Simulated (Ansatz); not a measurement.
One change: `Cl[CH2][SnH3]` becomes `[F][SnH2][CH2]Cl`.

Ansatz, PBE0-D4/def2-TZVP geometries, multiplicity 1. Each molecule was computed in one conformer, which needn't be the lowest.

Elements past krypton have def2 core potentials.

| property | `Cl[CH2][SnH3]` |
| --- | --- |
| HOMO–LUMO gap (ωB97M-V/def2-TZVPP) / eV | 11.09 |
| LUMO energy (ωB97M-V/def2-TZVPP) / eV | 1.21 |
| HOMO energy (PBE0/def2-TZVPP) / eV | -7.70 |
| ideal-gas entropy at 298 K and 1 bar (rigid rotor, harmonic PBE0-D4/def2-TZVP) / J/(mol·K) | 327 |
| HOMO energy (PBE/def2-TZVPP) / eV | -6.46 |
| HOMO energy (ωB97M-V/def2-TZVPP) / eV | -9.88 |

**Question.** Give the same properties after the change, and the shifts. (Best estimate.)

**Answer.** Computed: 
| property | `[F][SnH2][CH2]Cl` | shift |
| --- | --- | --- |
| HOMO–LUMO gap (ωB97M-V/def2-TZVPP) / eV | 11.22 | 0.13 |
| LUMO energy (ωB97M-V/def2-TZVPP) / eV | 0.90 | -0.31 |
| HOMO energy (PBE0/def2-TZVPP) / eV | -8.12 | -0.42 |
| ideal-gas entropy at 298 K and 1 bar (rigid rotor, harmonic PBE0-D4/def2-TZVP) / J/(mol·K) | 354 | 27 |
| HOMO energy (PBE/def2-TZVPP) / eV | -6.83 | -0.37 |
| HOMO energy (ωB97M-V/def2-TZVPP) / eV | -10.31 | -0.43 |

With PBE0 the HOMO falls by 0.42 eV and the LUMO falls by 0.51 eV, so the gap narrows by about 0.09 eV. PBE moves the HOMO by -0.37 eV and ωB97M-V by -0.43 eV. Modes under 60 cm⁻¹, often nearly free rotors, make the harmonic entropy too high.
